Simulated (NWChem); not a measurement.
Molecule: C₃H₃F₃; SMILES C(C=C)(F)(F)F

```xyz
9

C     -0.0308    -2.1120     0.0000
C      0.6588    -0.9751     0.0000
C      0.0155     0.3763     0.0000
F     -1.3314     0.3144     0.0000
F      0.3909     1.0914     1.0860
F      0.3909     1.0914    -1.0860
H      0.4721    -3.0741     0.0000
H     -1.1161    -2.1186     0.0000
H      1.7451    -0.9508     0.0000
```
Atoms are numbered in this order, from 1.

The geometry was optimised at B3LYP/6-31G* (spherical d).

Task: Give the principal values of the shielding tensors (ppm) of C1, C2, C3, F4, F5 from B3LYP/6-31G* (spherical d), GIAO (NWChem), with their diamagnetic and paramagnetic parts as GIAO splits them.

Result: 
| atom | σ11 | σ22 | σ33 | isotropic | diamagnetic | paramagnetic |
|---|---|---|---|---|---|---|
| C1 | -30.7 | 73.4 | 177.7 | 73.4 | 258.6 | -185.2 |
| C2 | -34.0 | 85.1 | 153.2 | 68.1 | 257.4 | -189.3 |
| C3 | 59.4 | 66.9 | 71.3 | 65.8 | 242.7 | -176.8 |
| F4 | 203.7 | 296.4 | 362.9 | 287.7 | 476.2 | -188.5 |
| F5 | 184.9 | 265.6 | 347.1 | 265.9 | 475.2 | -209.3 |
